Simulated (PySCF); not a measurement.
**EPR parameters of [C4H6ClFSi]+**

Species: C4H6ClFSi (charge +1 and doublet state).
Cartesian coordinates in Å at the GFN2-xTB level; atoms count from 1:
```xyz
13
C4H6ClFSi angstrom
F      1.0413    2.4637    0.2735
C      0.9705    1.2469   -0.1991
C      1.8451    0.3376   -0.7318
C      1.0185   -0.1125    0.3922
Si    -0.5031   -1.3051    0.0977
C     -1.7274    0.0637   -0.5481
Cl    -0.8676    1.4294   -1.2711
H      2.5797    0.0968   -1.4615
H      1.4817   -0.2900    1.3596
H     -0.1622   -2.2448   -0.9634
H     -0.9542   -1.8171    1.3840
H     -2.3481    0.4643    0.2530
H     -2.3786   -0.3323   -1.3252
```

The hyperfine couplings belong to this conformer and change with its torsions.

The species is `F[C+]1[CH][C@@H]1[SiH2]CCl` [radical] (charge +1).

Level of theory: UKS B3LYP, pcH-1 on C Cl F H Si, non-relativistic, mean-field spin-orbit, GIAO in PySCF. Geometry: GFN2-xTB, one conformer, isolated ion. Couplings are sensitive to structure, and on GFN2-xTB geometries they can be far from those on DFT ones, by a factor of two or more for some ions and for spin on atoms past the first row. The SCF solution wasn't tested for stability.

- g1, g2, g3: 2.00234, 2.00534, 2.01269
- g_iso: 2.00679
- Form of g: rhombic: the two nearest values differ by 29 % of g3 − g1
- ⟨S²⟩: 0.7551 (exact 0.7500)
- α and β electrons: 35, 34
- HOMO–LUMO gap, α and β orbitals: 5.11, 4.66 eV

Isotropic coupling and dipolar principal values T1 to T3, in MHz; ρ(0) is the spin density at the nucleus:

| atom | isotope | a_iso | of which spin–orbit | T1 | T2 | T3 | Mulliken spin population | ρ(0) (bohr⁻³) |
| --- | --- | --- | --- | --- | --- | --- | --- | --- |
| F1 | 19F | 47.2 | -0.2 | -54.7 | -32.9 | 87.6 | 0.01 | 0.0113 |
| C2 | 13C | -5.2 | 0.0 | -11.4 | -1.8 | 13.2 | 0.03 | -0.0046 |
| C3 | 13C | 67.1 | 0.0 | -60.8 | -58.9 | 119.8 | 0.69 | 0.0597 |
| C4 | 13C | -29.7 | 0.1 | -10.9 | -4.1 | 15.0 | -0.02 | -0.0265 |
| Si5 | 29Si | -52.2 | 0.0 | -39.9 | 19.7 | 20.2 | 0.12 | 0.0587 |
| C6 | 13C | -1.1 | 0.1 | -3.0 | -2.5 | 5.5 | 0.01 | -0.0011 |
| Cl7 | 35Cl | 17.7 | 0.3 | -21.5 | -20.7 | 42.2 | 0.10 | 0.0396 |
| H8 | 1H | -54.3 | 0.0 | -27.8 | -2.4 | 30.2 | -0.03 | -0.0121 |
| H9 | 1H | 209.4 | 0.0 | -6.5 | -5.2 | 11.7 | 0.08 | 0.0468 |
| H10 | 1H | -3.1 | 0.0 | -2.8 | -1.3 | 4.1 | 0.00 | -0.0007 |
| H11 | 1H | 4.5 | 0.0 | -3.0 | -0.7 | 3.6 | 0.00 | 0.0010 |
| H12 | 1H | 2.2 | 0.0 | -1.6 | -0.6 | 2.2 | 0.00 | 0.0005 |
| H13 | 1H | 23.0 | 0.0 | -1.8 | -0.9 | 2.7 | 0.01 | 0.0051 |

The Mulliken spin populations are largest on C3 (+0.69), Si5 (+0.12), Cl7 (+0.10) and H9 (+0.08). C3 is the only atom above +0.15. The angles at C3 add up to 360.0°, so it is planar; its axial dipolar tensor and the negative coupling of its proton fit spin in a p orbital normal to that plane.

Under fast tumbling the dipolar parts average out, and these isotropic splittings remain (the largest six): 1 × 1H (H9, I = 1/2, 2 lines) with 7.46 mT, 1 × 1H (H8, I = 1/2, 2 lines) with 1.93 mT, 1 × 19F (F1, I = 1/2, 2 lines) with 1.68 mT, 1 × 1H (H13, I = 1/2, 2 lines) with 0.82 mT, 1 × 35Cl (Cl7, I = 3/2, 4 lines) with 0.63 mT and 1 × 1H (H11, I = 1/2, 2 lines) with 0.16 mT.

Main isotope only: 35Cl (natural samples also hold 24 % 37Cl, magnetic too, which adds its own pattern).

The 13C coupling of C3 (67.1 MHz) shows only in satellite lines or after enrichment, since that isotope makes up about 1.07 % of natural carbon.

The 29Si coupling of Si5 (-52.2 MHz) shows only in satellite lines or after enrichment, since that isotope makes up about 4.7 % of natural silicon.
